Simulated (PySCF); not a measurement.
Telling isomers of C$_{8}$H$_{13}$OP apart by NMR

- geometry: GFN2-xTB
- shieldings: GIAO PBE0/pcSseg-1
- code: PySCF 2.14
- isolated molecule, non-relativistic, fast rotation and ring inversion assumed for equivalent nuclei, one computed conformer

References, each an isolated molecule treated in the same way: 1H, 13C against TMS. Splittings of carbon signals by F and P are missing where no couplings were computed. Where no couplings were computed, multiplicities follow the n + 1 count of equivalent neighbours, and m marks all less simple cases (inequivalent or close neighbours, rings, F or P nearby). Shifts are as computed. Against solution values, carbons near 30 ppm lie about +3 ppm off and those near 130 ppm about +5 ppm. Of 1211 compounds with measured shifts, 218 miss one by over three times the rms of a fit or turn the order of signals round; such compounds aren't used in these exercises.

(1) Tabulate the signals of `C=CP(=O)(C(=C)C)C(=C)C`, `C#C[P@@](=O)(C=C)C(C)(C)C` and their relative energies.

(2) What is the quickest way to tell C=CP(=O)(C(=C)C)C(=C)C from C#C[P@@](=O)(C=C)C(C)(C)C?

Results:

(1) 
```tsv
SMILES	carbon types	δC	δH	E rel. (kcal/mol)
C=CP(=O)(C(=C)C)C(=C)C	2×C 1×CH 3×CH2 2×CH3	151.6, 144.5, 137.6, 132.8, 20.0	7.02 (m, 1H), 6.70 (m, 1H), 6.64 (m, 1H), 6.10 (m, 2H), 6.08 (m, 2H), 2.00 (m, 6H)	0.0
C#C[P@@](=O)(C=C)C(C)(C)C	2×C 2×CH 1×CH2 3×CH3	144.7, 138.6, 98.2, 84.8, 38.4, 24.2	6.86 (m, 1H), 6.72 (m, 1H), 6.40 (m, 1H), 2.31 (m, 1H), 1.23 (m, 9H)	15.6
```

Energies are electronic energies at PBE0/pcSseg-1 on these geometries, without zero-point or thermal terms, each for the one conformer computed, which needn't be the lowest.

(2) Count the carbon signals: 5 against 6. The first has a fully substituted alkene carbon (C) at 151.6 ppm, the second an alkyne carbon (C) at 84.8 ppm. Their most deshielded carbons lie at 151.6 and 144.7 ppm.
